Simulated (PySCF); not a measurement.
# The 11-electron isoelectronic series, non-relativistic

All values are computed (PySCF 2.14, energy differences of UHF-based or UKS calculations, no spin-orbit coupling). Each ion has its own even-tempered basis scaled to its charge (20s14p6d6f for the first); frozen: 1s2. Ionisation energies in eV, correlation energies of the ion in mhartree.

```tsv
ion	configuration	UHF	LDA	PBE	PBE0	r2SCAN	MP2 (outer shells)	CCSD (outer shells)	E_corr MP2	E_corr CCSD(T)	NIST (with spin-orbit, Breit and QED)
Mg+	[Ne] 3s1 (2S)	14.723	15.351	15.337	15.232	15.018	14.984	n/a	-293.2	n/a	15.035
Si(3+)	[Ne] 3s1 (2S)	44.642	45.543	45.574	45.406	45.006	45.018	n/a	-296.4	n/a	45.142
S(5+)	[Ne] 3s1 (2S)	87.332	88.425	88.535	88.308	87.688	87.775	87.783	-299.3	-305.0	88.053
Ar(7+)	[Ne] 3s1 (2S)	142.44	143.68	143.89	143.61	142.78	142.92	142.93	-302.0	-307.0	143.46 (s)
Ca(9+)	[Ne] 3s1 (2S)	209.81	211.20	211.51	211.17	210.13	210.33	210.34	-304.0	-308.5	211.28 (s)
Cr(13+)	[Ne] 3s1 (2S)	381.10	382.73	383.28	382.83	381.31	381.67	381.67	-307.6	-311.3	384.16 (s)
Fe(15+)	[Ne] 3s1 (2S)	484.92	486.66	487.35	486.84	485.05	485.50	485.51	-309.1	-312.4	489.31 (s)
Ni(17+)	[Ne] 3s1 (2S)	600.86	602.69	603.52	602.95	600.92	601.46	601.46	-310.3	-313.4	607.02 (s)
Zn(19+)	[Ne] 3s1 (2S)	728.93	730.86	731.83	731.20	728.91	729.54	729.54	-311.3	-314.2	737.37 (s)
```

Q: Interpolate the row of Ti(11+).

A: configuration [Ne] 3s1 (2S); UHF 289.38; LDA 290.90; PBE 291.33; PBE0 290.93; r2SCAN 289.66; MP2 (outer shells) 289.93; CCSD (outer shells) 289.93; E_corr MP2 -305.9; E_corr CCSD(T) -310.0; NIST (with spin-orbit, Breit and QED) 291.50 (s).

Each ion has its own basis, which adds noise of up to about 0.1 % along the series.

NIST values marked (s) are semi-empirical, (t) theoretical. Open shells are high-spin determinants of the terms that Hund's rules give.

All relativistic terms are absent from the calculated values; where these lie close to NIST, scalar and spin-orbit shifts of opposite sign can cancel.
